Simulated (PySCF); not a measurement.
Assigning NMR signals

Atoms are numbered as in `[CH3:1][C@@:2]1([F:3])[CH2:4][O:5][C@H:6]([C:7]#[N:8])[CH2:9][O:10]1`. Hydrogens are named by the atom that carries them. Ha(C4), Ha(C9) are cis to C7 on the ring; Hb(C4), Hb(C9) are trans to C7 on the ring.

Method: GFN2-xTB geometry, NMR shieldings at PBE0/pcSseg-1/GIAO, in PySCF (relativity neglected, averaged over atoms made equivalent by symmetry, fast rotation or ring inversion, isolated molecule, single conformer).

References, each an isolated molecule treated in the same way: ¹³C (186.93 ppm), ¹H (31.72 ppm) against TMS.

Task: Assign these signals to the numbered atoms. ¹³C{¹H} NMR (computed): δ 119.7, 112.1, 74.4, 67.2, 64.2, 25.0.

Result: 
```tsv
δ (ppm)	atoms	environment	reason
119.7	C7	nitrile carbon	typical of a nitrile
112.1	C2	fully substituted sp3 carbon bonded to F and O	2 electronegative neighbours deshield it
74.4	C4	sp3 CH2 bonded to O	the inductive effect lowers its shielding
67.2	C9	sp3 CH2 bonded to O	–
64.2	C6	sp3 CH bonded to O, α to a nitrile	deshielded by the electronegative neighbour
25.0	C1	methyl carbon	saturated and bonded to C and H only
```

Task: Assign these signals to the numbered atoms. ¹H NMR (600 MHz, computed): δ 4.73 (m, 1H), 4.29 (m, 1H), 4.10 (m, 1H), 3.83 (m, 1H), 3.57 (m, 1H), 1.38 (m, 3H).

Result: 
```tsv
δ (ppm)	atoms	environment	reason
4.73	Ha(C9)	hydrogen on an sp3 CH2 bonded to O	its carbon carries O, hence the downfield position
4.29	H(C6)	hydrogen on an sp3 CH bonded to O, α to a nitrile	its carbon carries O, hence the downfield position
4.10	Ha(C4)	hydrogen on an sp3 CH2 bonded to O	its carbon carries O, an electronegative neighbour
3.83	Hb(C9)	hydrogen on an sp3 CH2 bonded to O	–
3.57	Hb(C4)	hydrogen on an sp3 CH2 bonded to O	–
1.38	H(C1)	hydrogen on a methyl carbon	–
```

Splittings by ¹⁹F in the carbon and heteronuclear signals aren't shown, as no couplings were computed. Shifts are as computed. Against solution values, carbons near 30 ppm lie about +3 ppm off and those near 130 ppm about +5 ppm. Of 1211 compounds with measured shifts, 218 miss one by over three times the rms of a fit or turn the order of signals round; such compounds aren't used in these exercises. Multiplicities follow the n + 1 count of equivalent neighbours, as no J values were calculated; m marks all less simple cases, F and P coupling included.
